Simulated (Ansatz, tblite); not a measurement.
Cost and result up the ladder for `C=CCCCCCCCCC[S][Au]` (34 atoms). Charge 0, multiplicity 1. Geometry: PBE-D4/def2-SVP.

```xyz
34

C     2.3259   -2.9217   -4.4843
C     1.1338   -2.4789   -4.0478
C     0.7479   -1.0314   -3.9114
C     0.5473   -0.5610   -2.4556
C    -0.6027   -1.2517   -1.7129
C    -0.7913   -0.7860   -0.2624
C    -1.2510    0.6696   -0.1090
C    -1.5249    1.1011    1.3382
C    -0.2851    1.1395    2.2392
C    -0.5868    1.6223    3.6617
C     0.6545    1.6742    4.5487
S     0.3661    2.0953    6.3089
Au   -0.4989    4.1953    6.2244
H     2.5551   -3.9971   -4.5517
H     3.1207   -2.2210   -4.7957
H     0.3726   -3.2233   -3.7477
H     1.5239   -0.4002   -4.3940
H    -0.1985   -0.8508   -4.4718
H     1.4944   -0.7190   -1.8925
H     0.3769    0.5370   -2.4687
H    -1.5507   -1.0952   -2.2778
H    -0.4302   -2.3494   -1.7104
H     0.1625   -0.9430    0.2889
H    -1.5370   -1.4455    0.2348
H    -0.4951    1.3564   -0.5511
H    -2.1762    0.8141   -0.7101
H    -2.2830    0.4210    1.7891
H    -1.9929    2.1101    1.3339
H     0.4826    1.8011    1.7764
H     0.1791    0.1297    2.2889
H    -1.3473    0.9665    4.1379
H    -1.0406    2.6392    3.6298
H     1.1158    0.6628    4.6318
H     1.4331    2.3398    4.1224
```

Ansatz on 4 threads of Arm Neoverse V2 on a shared host; xTB runs through tblite on one thread. Times are rough, summed over both states, and most runs start from the orbitals of an earlier one. No level here is sound enough to serve as a yardstick. The other state is a doublet.

In the def2 sets Au takes a core potential; there is no spin–orbit coupling. The xTB rows come from tblite. HOMO above LUMO, or a gap near zero within one spin, warns that the state may not be the lowest or that an electron is smeared out.

Raw xTB energies of ions are shifted by several eV.

```tsv
level	functions	wall time	vertical IE (eV)	remarks
GFN2-xTB	83	0.048 s	12.07	–
GFN1-xTB	104	0.099 s	13.26	–
PBE-D4/def2-SVP	309	22 s	7.51	gap within one spin near zero (+1 doublet), restricted SCF unstable in HF (singlet)
PBE0-D4/def2-SVP	309	44 s	7.95	restricted SCF unstable in HF (singlet)
```
